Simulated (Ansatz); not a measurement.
Species: difluoro(dihydroxy)silane, sum formula H₂SiO₂F₂, charge 0, multiplicity 1. 
Geometry from a B3LYP-D3(BJ)/def2-TZVP (Ansatz, a first-principles code) optimisation:
```
Si
F 1 1.5802
F 1 1.5881 2 105.58
O 1 1.6130 2 107.11 3 -119.73
H 4 0.9598 1 119.41 2 -160.77
O 1 1.6206 2 112.38 3 119.33
H 6 0.9603 1 119.93 2 -73.62
```

Parts of the frozen-core correlation energy in aug-cc-pV(T+d)Z (Ansatz, hartree). Frozen orbitals: 9; correlated occupied orbitals by spin: 16 and 16; virtual: 260 and 260. No spin-orbit coupling. Non-relativistic.

```
term                            value
-------------------------  ----------
reference (HF)             -639.13742
MP2 opposite-spin            -0.82930
MP2 same-spin                -0.29134
CCSD correlation             -1.12334
(T)                          -0.03785
T1 diagnostic                   0.012
largest doubles amplitude       0.007
```
